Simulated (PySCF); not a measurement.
C₇H₁₃F.
Structure used (PBE0-D3(BJ)/def2-SVP), in Å, numbered top down from 1:
```
atom  x, y, z in Å
C1    -2.101   -0.456   -0.638
C2    -0.690   -0.493   -0.084
C3    -0.140    0.803    0.544
C4    -0.348    2.045   -0.316
C5     1.345    0.452    0.716
C6     1.707   -0.407   -0.510
C7     0.380   -0.894   -1.099
F8     0.146   -0.258   -2.313
H9    -2.413   -1.451   -0.993
H10   -2.819   -0.134    0.132
H11   -2.176    0.235   -1.489
H12   -0.641   -1.264    0.708
H13   -0.613    0.975    1.525
H14   -1.418    2.259   -0.463
H15    0.101    2.926    0.167
H16    0.104    1.929   -1.312
H17    1.982    1.344    0.816
H18    1.477   -0.137    1.638
H19    2.369   -1.245   -0.247
H20    2.224    0.171   -1.291
H21    0.366   -1.975   -1.316
```

Computed, not measured: PySCF 2.14.0, PBE0-D3(BJ)/def2-SVP geometry optimisation, gas phase.

Take the most abundant isotopes and a rigid rotor. The values belong to one conformer with, in the numbering `[CH3:1][C@@H:2]1[C@H:3]([CH3:4])[CH2:5][CH2:6][C@@H:7]1[F:8]`, C1–C2–C3–C4 -48°, C2–C3–C5–C6 36°, C3–C5–C6–C7 -18°, C5–C6–C7–F8 110°.

Q: What are A, B and C (MHz)?

A: Ia = 215.86, Ib = 236.20, Ic = 309.67 u·Å²; 505379 MHz·u·Å²/I gives A = 2341, B = 2140, C = 1632 MHz.

Q: What kind of rotor is it?

A: An asymmetric top. Ray's parameter κ = (2B − A − C)/(A − C) = 0.431; −1 is the prolate and +1 the oblate limit.

Q: Is it planar, by Δ = Ic − Ia − Ib?

A: Not planar: Δ = Ic − Ia − Ib = -142.38 u·Å². For a rigid frame Δ = −2 Σ m c², so Σ m c² = 71.19 u·Å² lies off the ab plane: 19.39 from hydrogen and 51.80 from heavier atoms. The atom farthest from that plane is 1.91 Å away.

Q: Give the other two planar moments, Paa and Pbb, and the rms extents of the mass along the axes.

A: Paa = Σ m a² = (Ib + Ic − Ia)/2 = 165.01 and Pbb = Σ m b² = (Ia + Ic − Ib)/2 = 144.66 u·Å². With the mass M = 116.10 u, the rms extents √(P/M) along a, b and c are 1.19, 1.12, 0.78 Å.

Q: Which types of transition are allowed, and where do some lines up to J = 5 fall?

A: The dipole components are |μa| = 0.72 D, |μb| = 0.36 D, |μc| = 1.41 D. Intensities carry the squares of the components, which stand as 0.26 : 0.06 : 1.00 (a : b : c). Some lines, for components of 0.1 D or more:

```csv
type,branch,"J(Ka,Kc)",MHz,lower level (cm⁻¹)
c,Q,"4(3,2) ← 4(2,2)",606,1.395
b,Q,"5(3,2) ← 5(2,3)",2398,2.046
b,Q,"5(5,0) ← 5(4,1)",2874,2.186
b,Q,"4(3,2) ← 4(2,3)",3188,1.308
b,Q,"5(2,4) ← 5(1,5)",5376,1.733
b,R,"2(0,2) ← 1(1,1)",6986,0.133
a,R,"2(1,1) ← 1(1,0)",8051,0.149
c,R,"2(2,0) ← 1(1,0)",9011,0.149
c,R,"3(2,1) ← 2(1,1)",13176,0.418
c,R,"3(3,0) ← 2(2,0)",13623,0.450
a,R,"4(0,4) ← 3(0,3)",13660,0.713
b,R,"4(1,3) ← 3(2,2)",14722,0.816
a,R,"4(2,3) ← 3(2,2)",14774,0.816
b,R,"4(2,2) ← 3(3,1)",14898,0.898
b,R,"4(2,3) ← 3(1,2)",15003,0.808
a,R,"4(3,2) ← 3(3,1)",15504,0.898
c,R,"4(2,2) ← 3(1,2)",17585,0.808
c,R,"4(3,1) ← 3(2,1)",17644,0.858
b,R,"4(4,1) ← 3(3,0)",18201,0.904
c,R,"4(4,1) ← 3(3,1)",18406,0.898
a,R,"5(4,2) ← 4(4,1)",19611,1.512
c,R,"5(2,3) ← 4(1,3)",22159,1.307
c,R,"5(4,1) ← 4(3,1)",22194,1.446
b,R,"5(5,1) ← 4(4,0)",22960,1.515
b,R,"5(4,1) ← 4(3,2)",23131,1.415
b,R,"5(2,3) ← 4(1,4)",26298,1.169
```

Q: Estimate the classical rotational partition function at 25 K, 200 K and 500 K.

A: Point group C1, symmetry number σ = 1; q = (√π/σ)·√((kT/h)³/(ABC)), k/h = 20836.6 MHz/K: 7370 at 25 K, 167000 at 200 K, 659000 at 500 K.

Whether it is a minimum is left open (no frequencies). Zero-point vibration and centrifugal distortion are left out. A rigid rotor knows nothing of internal rotation, which can split or shift real lines.
